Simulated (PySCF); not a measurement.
Isomers of C7H7BN2, from PySCF 2.14.0, PBE0-D3(BJ)/def2-SVP geometry optimisation, gas phase. One conformer each, no zero-point energy, no frequencies.

Question: Which is lower in electronic energy at this level?
A. `CB(C)C(=C=CC#N)C#N`: A = 1820, B = 788.8, C = 592.5 MHz, dipole 4.45 D
B. `[C-:1]#[N+:2][B:3]1[CH:4]=[CH:5][CH:6]=[CH:7][N:8]1[CH:9]=[CH2:10]` with C7–N8–C9–C10 21°: A = 1680, B = 1470, C = 788.1 MHz, dipole 4.52 D

Answer: B. That is `[C-]#[N+]B1C=CC=CN1C=C`, 62.3 kcal/mol below the other.

```csv
SMILES,mapped SMILES,E (Eh),relative (kcal/mol),relative (kJ/mol),dipole (D)
[C-]#[N+]B1C=CC=CN1C=C,[C-:1]#[N+:2][B:3]1[CH:4]=[CH:5][CH:6]=[CH:7][N:8]1[CH:9]=[CH2:10],-404.55816,0.0,0.0,4.52
CB(C)C(=C=CC#N)C#N,[CH3:1][B:2]([CH3:3])[C:4](=[C:5]=[CH:6][C:7]#[N:8])[C:9]#[N:10],-404.45885,62.3,260.7,4.45
```

As drawn, the lower has a B–N bond, which the higher lacks.
